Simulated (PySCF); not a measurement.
# Polarisability and C₆ of Cr⁺ (chromium, charge +1)

[Ar] 3d4 4s1, high-spin 6D determinant (an excited configuration). Calculation: PySCF 2.14, in aug-cc-pVQZ-DK; scalar relativity by spin-free X2C-1e. Coupled (time-dependent) response in atomic units; α is the mean over directions.

| method | mean α (bohr³) | α xx, yy, zz | C₆ (like pair) | S(−4) |
| --- | --- | --- | --- | --- |
| BP86 | 31.74 | 31.99, 31.99, 31.24 | 175.7 | 789.5 |

S(−4) is the Cauchy moment in α(ω) = α(0) + S(−4) ω² + …

α(iu) at BP86:

| u (hartree) | α(iu) (bohr³) |
| --- | --- |
| 0 | 31.74 |
| 0.0500 | 29.90 |
| 0.100 | 25.62 |
| 0.200 | 16.98 |
| 0.300 | 11.58 |
| 0.500 | 6.603 |
| 0.750 | 4.184 |
| 1.00 | 3.033 |
| 1.50 | 1.904 |
| 2.00 | 1.337 |
| 3.00 | 0.7748 |
| 5.00 | 0.3601 |

For an ion, C₆ is the dispersion term alone; charge-induced terms of lower order in 1/R come first.

The components differ because the open shell of this determinant is not spherical; for a pure term their mean is the scalar polarisability.
